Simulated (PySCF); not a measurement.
Compounds:

A. `InChI=1S/C5H4F2/c1-3-4(2)5(6)7/h1,5H,2H2`
B. SMILES C=N/C=N\[SiH2]C(=C)OC
C. `C1=C(C(F)F)C1=C`

Spectrum 1. 1H NMR (500 MHz, computed): δ 8.93 (s, 1H), 7.52 (d, 1H), 7.31 (d, 1H), 4.97 (s, 2H), 4.71 (m, 1H), 4.56 (m, 1H), 3.73 (s, 3H). 13C{1H} NMR (computed): δ 173.4 (C), 164.1 (CH), 152.2 (CH2), 98.2 (CH2), 55.8 (CH3).

Spectrum 2. 1H NMR (500 MHz, computed): δ 8.19 (tdt, J = 2.5, 1.5, 1.3 Hz, 1H), 7.11 (td, J = 57.8, 2.2 Hz, 1H), 4.22 (m, 1H), 4.18 (m, 1H). 13C{1H} NMR (computed): δ 148.5 (C, t, J = 26.3 Hz), 141.9 (CH, t, J = 8.5 Hz), 123.8 (C, t, J = 2.6 Hz), 117.0 (CH, t, J = 300.7 Hz), 67.3 (CH2).

Spectrum 3. 1H NMR (500 MHz, computed): δ 6.59 (td, J = 1.3, 1.2 Hz, 1H), 6.42 (td, J = 61.6, 1.2 Hz, 1H), 6.39 (d, J = 1.0 Hz, 1H), 2.87 (d, J = 1.0 Hz, 1H). 13C{1H} NMR (computed): δ 136.9 (CH2, t, J = 5.6 Hz), 133.0 (C, t, J = 19.9 Hz), 119.2 (CH, t, J = 304.1 Hz), 92.1 (CH), 84.4 (C, t, J = 4.9 Hz).

No solvent model, fast rotation and ring inversion assumed for equivalent nuclei, one computed conformer, no relativistic terms. PBE0/pcSseg-1 with gauge-including orbitals; B3LYP/pcJ-1 coupling constants (spin–dipole term left out of most H,H and C,H couplings); geometry: GFN2-xTB; PySCF 2.14.

Scale: TMS for 1H (31.72 ppm), 13C (186.93 ppm) (reference shieldings calculated alike). Multiplet labels drop J under 1 Hz and among equivalent protons, and merge close values. Unscaled 3J(H,H) run several per cent high. Where no couplings were computed, multiplicities follow the n + 1 count of equivalent neighbours, and m marks all less simple cases (inequivalent or close neighbours, rings, F or P nearby). One-bond C–F couplings are unscaled and too large by tens of Hz. Shifts are as computed. Against solution values, carbons near 30 ppm lie about +3 ppm off and those near 130 ppm about +5 ppm. Of 1309 compounds with measured shifts, 239 miss one by over three times the rms of a fit or turn the order of signals round; such compounds aren't used in these exercises.

Q: Match each spectrum to its structure.

A: 1–B, 2–C, 3–A.

- Spectrum 1 (B): 5 13C signals; δC 173.4 is an alkene carbon bearing oxygen; δC 98.2 is a β carbon of an enol-ether or enamine type C=C.
- Spectrum 2 (C): 5 13C signals; δC 148.5 is a fully substituted alkene carbon; δC 141.9 is an alkene CH.
- Spectrum 3 (A): 5 13C signals; δC 136.9 is a terminal =CH2 carbon; δC 133.0 is a fully substituted alkene carbon.
